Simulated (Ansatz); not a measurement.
The lowest singlet and triplet of CHBr (SMILES [CH]Br); geometries from B3LYP-D3(BJ)/def2-TZVP, each state relaxed from the structure named, with no frequency check.
Singlet at the triplet's geometry (charge 0, multiplicity 1):
```json
[
 {"atom": "C", "x (Å)": "-1.4461", "y (Å)": "0.3920", "z (Å)": "0.0000"},
 {"atom": "Br", "x (Å)": "0.3135", "y (Å)": "-0.0591", "z (Å)": "0.0000"},
 {"atom": "H", "x (Å)": "-2.2943", "y (Å)": "-0.2828", "z (Å)": "0.0000"}
]
```

```tsv
level	gap E(singlet) − E(triplet), vertical, at the triplet's geometry (eV)	cost
R-HF/cc-pVDZ	1.214	-
R-HF/cc-pVQZ	1.177	-
R-SVWN5/def2-TZVPP	0.319	×0.4
U-SVWN5/def2-TZVPP (spin-contaminated)	0.136	×2
R-PBE/def2-TZVPP	0.399	×1
U-PBE/def2-TZVPP (spin-contaminated)	0.084	×3
R-r2SCAN/def2-TZVPP	0.699	×1
U-r2SCAN/def2-TZVPP (spin-contaminated)	0.172	×6
R-B3LYP/def2-TZVPP	0.340	×1
U-B3LYP/def2-TZVPP (spin-contaminated)	0.056	×3
R-PBE0/def2-TZVPP	0.539	×0.9
U-PBE0/def2-TZVPP (spin-contaminated)	0.153	×2
R-BHLYP/def2-TZVPP	0.477	×0.8
U-BHLYP/def2-TZVPP (spin-contaminated)	0.112	×2
U-wB97X-V/def2-TZVPP (spin-contaminated)	0.077	×10
R-wB97M-V/def2-TZVPP	0.223	×3
R-B2PLYP/def2-TZVPP	0.342	×1
U-B2PLYP/def2-TZVPP (spin-contaminated)	0.106	×3
R-MP2/cc-pVTZ	0.422	-
R-SCS-MP2/cc-pVDZ	0.429	-
R-SCS-MP2/cc-pVTZ	0.236	-
R-SCS-MP2/cc-pVQZ	0.167	-
R-CCSD/cc-pVDZ	0.473	-
R-CCSD/cc-pVTZ	0.379	-
R-CCSD/cc-pVQZ	0.351	-
R-CCSD(T)/cc-pVDZ	0.396	×0.8
R-CCSD(T)/cc-pVTZ	0.291	×3
R-CCSD(T)/cc-pVQZ	0.260	×10
R-CCSDT/cc-pVDZ	0.382	-
R-CCSDT(Q)/cc-pVDZ	0.373	×6
SA-CASSCF(2,2)/cc-pVDZ	0.657	-
SA-CASSCF(2,2)/cc-pVTZ	0.592	-
SA-CASSCF(2,2)/cc-pVQZ	0.578	-
SC-NEVPT2 on SA-CASSCF(2,2)/cc-pVQZ	0.341	-
FIC-NEVPT4(SD) on SA-CASSCF(2,2)/cc-pVDZ	0.442	-
FIC-NEVPT4(SD) on SA-CASSCF(2,2)/cc-pVTZ	0.322	-
FIC-NEVPT4(SD) on SA-CASSCF(2,2)/cc-pVQZ	0.284	-
FIC-MRCISD+Q on SA-CASSCF(2,2)/cc-pVDZ	0.397	-
FIC-MRCISD+Q on SA-CASSCF(2,2)/cc-pVTZ	0.294	-
FIC-MRCISD+Q on SA-CASSCF(2,2)/cc-pVQZ	0.263	-
```

The rows run from 0.056 (U-B3LYP/def2-TZVPP (spin-contaminated)) to 1.214 eV (R-HF/cc-pVDZ). In cc-pVQZ the value moves R-HF 1.177, R-CCSD 0.351, R-CCSD(T) 0.260, a shift of -0.917 from R-HF to R-CCSD(T). From cc-pVDZ to cc-pVQZ R-CCSD(T) changes by -0.136. The 8 R-functionals in def2-TZVPP without D3 or D4 span 0.476, from R-wB97M-V to R-r2SCAN.

A positive gap puts the triplet lower; no zero-point energy. R- takes a restricted singlet. U- takes an unrestricted singlet (broken symmetry where lower, unprojected). The triplet is unrestricted in single-reference levels. Active spaces average the two states.

Frozen-core correlation. Filled d and f shells under p-block atoms count as core.

Doubts at one or more of the structures used: a restricted determinant that unrestricted orbitals would lower (R-HF/cc-pVDZ, R-HF/cc-pVQZ, R-SVWN5/def2-TZVPP, R-PBE/def2-TZVPP, R-r2SCAN/def2-TZVPP, R-B3LYP/def2-TZVPP, R-PBE0/def2-TZVPP, R-BHLYP/def2-TZVPP, R-wB97M-V/def2-TZVPP, R-B2PLYP/def2-TZVPP, R-MP2/cc-pVTZ, R-SCS-MP2/cc-pVDZ, R-SCS-MP2/cc-pVTZ, R-SCS-MP2/cc-pVQZ, R-CCSD/cc-pVDZ, R-CCSD/cc-pVTZ, R-CCSD/cc-pVQZ, R-CCSD(T)/cc-pVDZ, R-CCSD(T)/cc-pVTZ, R-CCSD(T)/cc-pVQZ, R-CCSDT/cc-pVDZ, R-CCSDT(Q)/cc-pVDZ).

Codes used: Ansatz (Gaussian basis) for Hartree–Fock, density functionals and correlated methods. Each number belongs to the level named beside it.

Costs are rough ratios of core time to R-PBE/def2-TZVPP (about 3 s over the structures, on one shared machine); a dash marks a level with no comparable run of its own.

Ansatz is a quantum-chemistry and plane-wave program.
